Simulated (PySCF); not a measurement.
**Excitation energy of Ni⁺ by level of theory**

Ni⁺ [Ar] 3d9 (2D) → Ni⁺ [Ar] 3d8 4s1 (4F), as a difference of total energies. Computed with PySCF 2.14 in aug-cc-pVTZ-DK, with the spin-free X2C one-electron Hamiltonian (Gaussian nucleus). Correlated levels: valence: [Ar] frozen. The calculations carry no spin-orbit coupling.

```json
{"method": "UHF", "excitation energy (cm⁻¹)": "-8831.7"}
{"method": "MP2 (valence)", "excitation energy (cm⁻¹)": "11210"}
{"method": "SCS-MP2 (valence)", "excitation energy (cm⁻¹)": "10416"}
{"method": "CCSD (valence)", "excitation energy (cm⁻¹)": "5080.1"}
{"method": "CCSD(T) (valence)", "excitation energy (cm⁻¹)": "6322.1"}
```

Question: How much does correlation contribute at CCSD(T) (valence)?

Answer: 6322.1 − (-8831.7) = 15153.8 cm⁻¹, measured against UHF.

Errors of the correlated levels include the incompleteness of this basis and the frozen core.

For comparison: 8751.8 cm⁻¹ (measured; NIST levels, between the centres of gravity of the two terms).
